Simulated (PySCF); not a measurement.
Computed properties of WS₂ClBr, SMILES [Br][W](=[S])(=[S])[Cl], multiplicity 1

WS2ClBr, SMILES [S]=[W](=[S])([Cl])[Br], multiplicity 1. Geometry optimised at PBE0-D3(BJ)/def2-SVP. The multiplicity is an assumed one; no other spin state was optimised. The structure was generated by enumeration; whether it is a known compound was not checked. The def2 effective core potentials stand for the cores of W; spin–orbit coupling is left out. Other conformers were not sampled. All values are computed for the isolated molecule unless a solvent is named; none is compared with measurement here.

**Structure.** The optimised structure has Cs symmetry. All 9 harmonic modes at PBE0-D3(BJ)/def2-SVP (PySCF) are real, so it is a minimum. With heavy atoms numbered as in [W:1](=[S:2])(=[S:3])([Cl:4])[Br:5], the shortest bond between them is W1–S3 at 2.115 Å and the longest W1–Br5 at 2.398 Å.

**Vibrations.** The strongest infrared lines (harmonic, unscaled, degenerate partners summed) lie at 562 cm⁻¹ (68 km/mol, S 80 %, W 20 %), 414 cm⁻¹ (51 km/mol, Cl 81 %, W 18 %), 568 cm⁻¹ (25 km/mol, S 88 %, W 12 %). The softest mode is at 94 cm⁻¹ and the zero-point energy is 3.6 kcal/mol.

**Electronic structure.** ωB97X/def2-TZVP (PySCF) places the frontier levels at -9.81 and -1.71 eV, a gap of 8.10 eV, and gives a dipole moment of 0.77 D and a mean polarisability of 112.0 bohr³. PBE/def2-TZVP (PySCF) at the same geometry gives -6.54 and -4.24 eV, so its gap is 5.80 eV narrower. An orbital gap is neither the optical nor the fundamental gap.

**Excitations.** TDDFT-PBE0/def2-SVPD (PySCF) has S1 at 2.75 eV (451 nm, f = 0.009, weak); the most intense of the 10 singlets computed lies at 3.57 eV (f = 0.02). T1 (TDA) is at 2.30 eV. TDDFT-PBE/def2-SVPD (PySCF) puts S1 at 2.46 eV.
